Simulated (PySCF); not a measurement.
## Br+: ionisation energy

Br+ [Ar] 3d10 4s2 4p4 (3P) → Br(2+) [Ar] 3d10 4s2 4p3 (4S), as a difference of total energies. All numbers are calculated (PySCF 2.14, the non-relativistic Hamiltonian (point nucleus), in dyall-av2z (16s12p8d, 92 functions)). Correlated levels: valence: [Ar] 3d10 frozen; virtual orbitals above 40 to 60 times the deepest correlated orbital energy dropped. The calculations carry no spin-orbit coupling.

| method | ionisation energy (eV) |
| --- | --- |
| UHF | 20.211 |
| MP2 (valence) | 20.677 |
| SCS-MP2 (valence) | 20.703 |
| CCSD (valence) | 20.704 |
| CCSD(T) (valence) | 20.720 |

Task: How much does correlation contribute at CCSD(T) (valence)?

Result: 20.720 − (20.211) = 0.509 eV, measured against UHF.

A first-order spin-orbit estimate (lowest level to lowest level, LS coupling) adds 0.150 eV.

These non-relativistic numbers lack the scalar-relativistic shift.

Errors of the correlated levels include the incompleteness of this basis and the frozen core.

For comparison: 21.591 eV (measured; NIST Atomic Spectra Database, ionization energies).
